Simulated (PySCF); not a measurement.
## How the method moves the HOMO and LUMO of `N[SiH](P)P`

Compound: H7NP2Si.
Numbering: `[NH2:1][SiH:2]([PH2:3])[PH2:4]` (hydrogens: H5, H6 on N1; H7 on Si2; H8, H9 on P3; H10, H11 on P4)

Geometry (PBE0-D3(BJ)/def2-SVP, Å), atoms numbered from 1 in this order:
```xyz
11
H7NP2Si angstrom
N     -0.5079   -1.2899    1.0301
Si    -0.2361   -0.3381   -0.3905
P      2.0085   -0.0970   -0.5335
P     -1.3082    1.6494   -0.2497
H     -1.4518   -1.4167    1.3790
H      0.0500   -2.1248    1.1797
H     -0.6702   -0.9370   -1.6990
H      1.9334    0.7298   -1.6959
H      2.0576    1.0040    0.3759
H     -2.5942    1.0569   -0.0353
H     -1.0335    1.7777    1.1473
```

Basis pcSseg-2 throughout (PySCF), one geometry. The structure is a single PBE0-D3(BJ)/def2-SVP conformer in the gas phase; no vibrational or solvent corrections.

Task: How do the orbital energies, the gap and the dipole change with the method?

Result: 
```
   method                    kind  HOMO (eV)  LUMO (eV)  gap (eV)  μ (D)  SCF cycles
     BLYP                     GGA      -5.98      -0.78      5.19   1.70          14
     OPBE                     GGA      -6.08      -0.69      5.39   1.81          15
    B97-D                     GGA      -6.09      -0.74      5.36   1.73          14
      PBE                     GGA      -6.10      -0.87      5.24   1.74          14
      KT2                     GGA      -6.17      -0.93      5.24   1.63          15
      KT3                     GGA      -6.18      -0.91      5.28   1.65          14
     BP86                     GGA      -6.21      -0.87      5.34   1.73          14
      LDA                     LDA      -6.21      -1.04      5.17   1.76          14
    B97-2           global hybrid      -7.09      -0.06      7.03   1.76          12
    B3LYP           global hybrid      -7.10      -0.33      6.77   1.73          12
     PBE0           global hybrid      -7.32      -0.08      7.24   1.77          12
 mPW1PW91           global hybrid      -7.34      -0.06      7.28   1.77          12
BHandHLYP           global hybrid      -8.24       0.59      8.83   1.76          12
CAM-B3LYP  range-separated hybrid      -8.55       0.74      9.28   1.78          12
  wB97X-D  range-separated hybrid      -9.11       1.59     10.70   1.84          13
       HF            Hartree–Fock      -9.71       2.39     12.10   1.88          10
  LC-wPBE  range-separated hybrid      -9.87       1.89     11.76   1.87          13
```

The HOMO spans 3.90 eV, from BLYP down to LC-wPBE, and the gap runs from 5.17 eV (LDA) to 12.10 eV (HF). Over the methods BLYP (0 %), OPBE (0 %), B97-D (0 %), PBE (0 %), KT2 (0 %), KT3 (0 %), BP86 (0 %), LDA (0 %), B97-2 (21 %), B3LYP (20 %), PBE0 (25 %), mPW1PW91 (25 %), BHandHLYP (50 %), HF (100 %), a straight line through the gap against the share of exact exchange rises by 0.69 eV for each 10 % (correlation coefficient 0.998). The dipole ranges from 1.63 D (KT2) to 1.88 D (HF). This basis has no diffuse functions.
